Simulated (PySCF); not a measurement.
Species: C₆H₁₅P₂ (charge +1).
Geometry (PBE0-D3(BJ)/def2-SVP, Å), atoms numbered from 1 in this order:
```
atom  x, y, z in Å
C1     2.8379   -0.1739    0.3220
C2     1.7021    0.8405    0.3793
C3     0.5495    0.3261    1.2144
C4    -0.4703   -0.6618    0.6916
C5    -0.4625   -1.1977   -0.7207
C6    -1.8277   -1.6777   -1.1820
P7    -1.1379    1.0166    1.0220
P8    -1.4995    2.2941   -0.7014
H9     3.2118   -0.4145    1.3283
H10    3.6788    0.2324   -0.2573
H11    2.5248   -1.1124   -0.1584
H12    2.0572    1.7805    0.8297
H13    1.3635    1.0910   -0.6383
H14    0.7944    0.1961    2.2776
H15   -0.8420   -1.3749    1.4403
H16    0.2591   -2.0326   -0.7320
H17   -0.0606   -0.4450   -1.4166
H18   -2.5531   -0.8487   -1.2230
H19   -1.7672   -2.1131   -2.1887
H20   -2.2360   -2.4468   -0.5094
H21   -1.8610    1.1503    2.2258
H22   -2.9158    2.1940   -0.5626
H23   -1.3824    3.4922    0.0644
```

All values: PBE0/pcSseg-1 (PySCF, non-relativistic), on one gas-phase PBE0-D3(BJ)/def2-SVP geometry that isn't relaxed in the solvent. The solvent is an IEF-PCM continuum (van der Waals radii × 1.2). Specific hydrogen bonds and non-electrostatic terms are outside this model.

```csv
run,E − E(gas) (kJ/mol),HOMO (eV),HOMO–LUMO gap (eV)
gas,0.00,-12.65,7.21
P,-212.70,-8.66,7.35
Q,-174.68,-9.36,7.32
```

Problem. The runs were made in acetone and chloroform. Which run belongs to which solvent?

Solution. P = acetone, Q = chloroform. The dielectric constants are 4.711 (chloroform), 20.49 (acetone), and the energy falls further as ε rises. In this model the ground state sees the solvent through ε alone.

Problem. How constant is the ratio of the lowering to 1 − 1/ε?

Solution. 
```
   solvent  1 − 1/ε  E − E(gas) (kJ/mol)  ratio (kJ/mol)  polarisation term (kJ/mol)
chloroform    0.788              -174.68          -221.7                     -178.72
   acetone    0.951              -212.70          -223.6                     -220.26
```

The ratio changes by +0.8 % in size from chloroform to acetone. The polarisation term is half the interaction of the solute with the induced surface charges.
